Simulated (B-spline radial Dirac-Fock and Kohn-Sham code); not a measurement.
# As: input and output of one calculation

ΔSCF core binding energies without Breit or QED terms, calculated with an atomic code on a B-spline grid. Keys: rel is the Hamiltonian (dirac, or spin-free x2c and nr, where L3 and M5 stand for the whole 2p and 3d shells), method is hf or an exchange,correlation pair (spin-unpolarised, also for the hole states), nuc the nuclear model, radius_factor scales its radius, rmax is the box in bohr, h the logarithmic mesh step, order the B-spline order, points the quadrature points per cell, c_factor scales the speed of light, and damp, ndamp, maxit and tol steer the iteration. The run stops when the commutator error falls below 10·tol·max(1, Z/10), or the numerical noise floor, and the energy has settled to about 1e-8 Ha; the virial ratio is −V/T.

Input (task.json):

```json
{"items": [{"Z": 33, "q": 0, "cfg": [[1, 0, 2], [2, 0, 2], [2, 1, 6], [3, 0, 2], [3, 1, 6], [3, 2, 10], [4, 0, 2], [4, 1, 3]], "A": 75, "rrms": 4.0968, "do": "settings", "holes": ["K", "L3", "M5"],
  "settings": [{"rel": "dirac", "method": "pbee", "nuc": "fermi", "radius_factor": 1.0, "rmax": 45.0, "h": 0.3, "order": 8, "points": 10, "c_factor": 1.0, "maxit": 91, "damp": 0.5, "ndamp": 3, "tol": 1e-08}]}]}
```

Command: `python xray2_run.py task.json out`

The program stops without a result: KeyError: "LibXCFunctional: name 'PBEE' not found.".

Problem. One setting is unsound. Which, and why?

Solution. method names a functional that the program does not serve. With the default settings (Dirac Hartree-Fock): The ground state converged in 10 iterations, with total energy -2259.44188 Ha, virial ratio 1.97750 and highest orbital energy -8.86 eV. ΔSCF binding energies: K (1s) 11899.5 eV, L3 (2p3/2) 1333.8 eV, M5 (3d5/2) 48.54 eV.
